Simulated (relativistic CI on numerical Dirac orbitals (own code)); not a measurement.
# Co2+ in a cubic cluster: L2,3 absorption with charge transfer

Computed with a charge-transfer multiplet model of a cubic metal-ligand cluster with up to 2 ligand holes, Slater and spin-orbit integrals from Dirac-Coulomb-Breit ions, Slater integrals scaled by 0.7. The ground state mixes d7 with configurations of k ligand holes L, whose averages lie at kΔ + k(k − 1)U_dd/2; a core hole lowers each added d electron by U_cd. 300 K, Lorentzian 0.4 eV and Gaussian 0.3 eV FWHM.

Atomic integrals in eV (Slater integrals scaled, ζ unscaled), ground: F2dd 8.079, F4dd 5.014, zeta_d 0.063; with the core hole: F2dd 8.635, F4dd 5.365, zeta_d 0.084, zeta_core 9.670, F2cd 5.102, G1cd 3.822, G3cd 2.172.

Cluster parameters (eV): U_dd = 7.7, U_cd = 9.7, 10Dq = 0.95, 10Dq(ligand) = 0.6, V(eg) = 1.65, V(t2g) = -0.76, final-state hopping factor = 1.

Weights, n_d and S are thermal averages at 300 K. Photon energies count from the first peak over 30 % of the highest in each spectrum, which can be another peak from case to case. The parameters are a model scan and need not match a compound or its usual spin state. Peaks in eV (height, largest 100): 0.0 (59), 1.7 (100), 2.8 (94), 15.5 (7), 16.5 (26), 17.1 (25), 17.6 (26).

Which parameters give this spectrum?
A. Δ = 4.7 eV
B. Δ = 5.7 eV
C. Δ = 0.7 eV
D. Δ = 2.7 eV
E. Δ = 1.7 eV

A. Δ = 4.7 eV; the ground state then has 7.12 d electrons and S = 1.50. The choice follows from running the model for each set and comparing peak positions and heights.
